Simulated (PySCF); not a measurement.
# Two-component Hartree-Fock for Hg²⁺ (mercury, charge +2)

Start: [Xe] 4f14 5d10. Calculated with PySCF 2.14 in x2c-SVPall-2c: generalised Hartree-Fock with the X2C-1e Hamiltonian and a Gaussian nucleus; one run each with spin-orbit coupling (SO) switched off, then screened by Boettger's factors.

```
spinor shell  electrons  ε, spin-free (eV)  ε, screened SO (eV)  weight of nominal j (screened SO)  rms radius, screened SO (bohr)
       1s1/2          2           -83584.7             -83551.6                              1.000                          0.0187
       2s1/2          2           -14983.9             -14973.6                              1.000                          0.0756
       2p1/2          2           -12938.8             -14344.0                              1.000                          0.0639
       2p3/2          4           -12938.8             -12390.5                              1.000                          0.0720
       3s1/2          2            -3640.3              -3637.0                              1.000                           0.193
       3p1/2          2            -3040.2              -3354.3                              1.000                           0.184
       3p3/2          4            -3040.2              -2915.0                              1.000                           0.201
       3d3/2          4            -2397.5              -2451.1                              1.000                           0.177
       3d5/2          6            -2397.5              -2358.6                              1.000                           0.180
       4s1/2          2            -852.89              -851.94                              1.000                           0.424
       4p1/2          2            -652.77              -729.44                              1.000                           0.429
       4p3/2          4            -652.77              -622.12                              1.000                           0.462
       4d3/2          4            -409.80              -421.36                              1.000                           0.476
       4d5/2          6            -409.80              -401.23                              1.000                           0.486
       5s1/2          2            -157.75              -157.66                              1.000                           0.971
       4f5/2          6            -138.54              -140.52                              1.000                           0.526
       4f7/2          8            -138.54              -136.38                              1.000                           0.528
       5p1/2          2            -101.76              -114.65                              1.000                            1.09
       5p3/2          4            -101.76              -96.531                              1.000                            1.13
       5d3/2          4            -35.396              -36.724                              1.000                            1.51
       5d5/2          6            -35.396              -34.522                              1.000                            1.57
```

```csv
quantity,spin-free,screened SO
E (hartree),-19605.72355,-19637.46275
M_J,0,0
⟨J²⟩,0.000,0.000
⟨L²⟩,0.000,0.149
⟨S²⟩,0.000,0.149
```

Breit and QED terms are absent; they matter most for the inner s and p1/2 levels.

Densities and radii are taken from the X2C orbitals without a picture-change correction, which distorts them close to the nucleus.

Without spin-orbit coupling the j labels of p, d and f shells carry no meaning; the spin-free column gives the mean over the occupied spinors of each nl shell.
